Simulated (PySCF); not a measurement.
CuF, SMILES [Cu][F] (connectivity only; charge and spin as stated), charge -1, multiplicity 2.

Geometry optimised at PBE-D3(BJ)/def2-TZVPD. The multiplicity is an assumed one; other spin states were not compared.

Method: PBE/def2-TZVPD (PySCF).

Gas-phase values at a fixed geometry. A positive occupied level means that this level leaves the electron formally unbound; only the finite basis holds it.

| Property | Result |
|---|---|
| total energy | -1740.12428 hartree |
| point group | C∞v |
| α spin, highest occupied and lowest empty level | 1.35 and 3.65 eV |
| β spin, highest occupied and lowest empty level | 0.58 and 2.29 eV |
| dipole moment about the centre of nuclear charge | 0.28 D |
| mean static polarisability | 91.2 bohr³ (13.52 Å³) |
| polarisability, principal values | 87.9, 92.9, 92.9 bohr³ |
| ⟨S²⟩ | 0.754 (pure state 0.75) |
